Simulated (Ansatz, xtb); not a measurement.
## Relative energy of two structures of AlBHNS

We compare X, a singlet given by its coordinates, with Y, a singlet given by its coordinates. Both are isolated molecules in the gas phase, relaxed with r2SCAN-D4/def2-SVP.

X (Å):

```xyz
5

Al    0.0000    0.0000   -1.3915
B     0.0000    0.0000    1.6239
N     0.0000    0.0000    0.3600
S     0.0000    0.0000   -3.3972
H     0.0000    0.0000    2.8048
```

Close contacts (Å): Al1–N3 1.75, Al1–S4 2.01, B2–N3 1.26, B2–H5 1.18.

Y (Å):

```yaml
atoms:
  - { symbol: Al, position_ang: [-1.8242, -1.9374, 1.6019] }
  - { symbol: B, position_ang: [-3.2471, -1.3237, 0.3223] }
  - { symbol: N, position_ang: [-2.7216, -0.4224, 1.1149] }
  - { symbol: S, position_ang: [-3.1058, -3.0583, -0.0255] }
  - { symbol: H, position_ang: [-0.7220, -2.4540, 2.5814] }
```

Close contacts (Å): Al1–B2 2.01, Al1–N3 1.83, Al1–S4 2.36, B2–N3 1.31, B2–S4 1.77, Al1–H5 1.56.

Quicker runs give these differences E(Y) − E(X): GFN2-xTB +30.8 kcal/mol; HF/STO-3G +5.0 kcal/mol (at GFN2-xTB geometries); r2SCAN-D4/def2-SVP//GFN2-xTB +17.2 kcal/mol.

Question: Estimate E(Y) − E(X) at the level CCSD(T)/def2-TZVPP.

Answer: Calculated at CCSD(T)/def2-TZVPP: E(Y) − E(X) = +19.3 kcal/mol, so structure X lies lower.

The same difference at several levels:

```csv
level,geometry,E(Y) − E(X) (kcal/mol),departure from the last row (kcal/mol),"job, with rough time for the two"
GFN2-xTB,GFN2-xTB,+30.8,+11.4,"optimisation, 0.73 s"
HF/STO-3G,GFN2-xTB,+5.0,−14.3,"single point, 0.84 s"
r2SCAN-D4/def2-SVP//GFN2-xTB,GFN2-xTB,+17.2,−2.1,"single point, 6.9 s"
r2SCAN-D4/def2-SVP,r2SCAN-D4/def2-SVP,+18.2,−1.1,"optimisation, 79 s"
HF/def2-TZVPP,r2SCAN-D4/def2-SVP,+28.7,+9.4,part of the CCSD(T) run
MP2/def2-TZVPP,r2SCAN-D4/def2-SVP,+18.3,−1.1,part of the CCSD(T) run
CCSD(T)/def2-TZVPP,r2SCAN-D4/def2-SVP,+19.3,,"single point, 1.8 min"
```

None of the levels shown reverses the order. The largest departure from CCSD(T)/def2-TZVPP is that of HF/STO-3G, 14.3 kcal/mol.

With harmonic frequencies from r2SCAN-D4/def2-SVP (ideal gas, rigid rotor, one conformer each, 298.15 K, 1 atm): the zero-point term adds −1.2 kcal/mol; ΔH is +17.6 and ΔG +17.5 kcal/mol.

The correlated steps freeze 12 core orbitals. Programs: Ansatz 0.2.0, xtb 6.7.1; the last row on 1 thread of AMD EPYC (Zen 3) on a shared host.
